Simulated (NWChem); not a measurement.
Molecule: CdH₂O₂; SMILES [OH][Cd][OH]

```xyz
5

Cd     0.0000     0.0000     0.0512
O     -1.9522    -0.1413    -0.0369
H     -2.3698     0.3980     0.6441
O      1.9522     0.1413    -0.0369
H      2.3698    -0.3980     0.6441
```
Atoms are numbered in this order, from 1.

Computed with NWChem. Structure relaxed at the PBE0/def2-SVP level. def2 effective core potentials on Cd; no spin-orbit coupling. B3LYP is NWChem's, with the RPA form of VWN correlation. Static field.

Problem. Order these by “anisotropy (bohr³)”, lowest first: BHandHLYP/def2-SVPD; B3LYP/def2-SVPD; LDA (Slater exchange, VWN5)/def2-SVPD.

Solution. BHandHLYP/def2-SVPD (19.5), B3LYP/def2-SVPD (23.5), LDA (Slater exchange, VWN5)/def2-SVPD (25.8)
